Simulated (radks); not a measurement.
Exchange energies: the exact (Fock) value of the Kohn-Sham orbitals and density-functional approximations, in hartree. Species: P3+ [Ne] 3s2; Zn [Ar] 3d10 4s2; Tc [Kr] 4d5 5s2; Cl2+ [Ne] 3s2 3p3. Method: non-relativistic Kohn-Sham, exchange-only PBE, spin-polarised, spherical densities, point nucleus; computed with a radial shooting solver on a logarithmic mesh with Libxc functionals. Every spin shell is full or empty, so the densities are truly spherical. Functionals are evaluated on that one density, not self-consistently.

functional,P3+,Zn,Tc,Cl2+
exact,-21.6133,-69.3876,-124.246,-26.8791
LDA,-19.831,-65.496,-117.85,-24.763
PBE,-21.510,-69.373,-123.75,-26.731
PBEsol,-20.845,-67.782,-121.31,-25.948
PW86,-21.754,-69.784,-124.16,-27.006
WC,-21.265,-68.925,-123.14,-26.454
G96,-21.640,-69.861,-124.69,-26.901
TPSS,-21.677,-69.636,-124.01,-26.931
revTPSS,-21.533,-69.119,-123.18,-26.747
SCAN,-21.669,-69.748,-124.52,-26.952
MS2,-21.654,-69.375,-123.62,-26.900
Tao-Mo,-21.607,-69.237,-123.33,-26.834
TASK,-20.949,-67.711,-121.34,-26.078
MVS,-21.553,-69.566,-124.31,-26.818
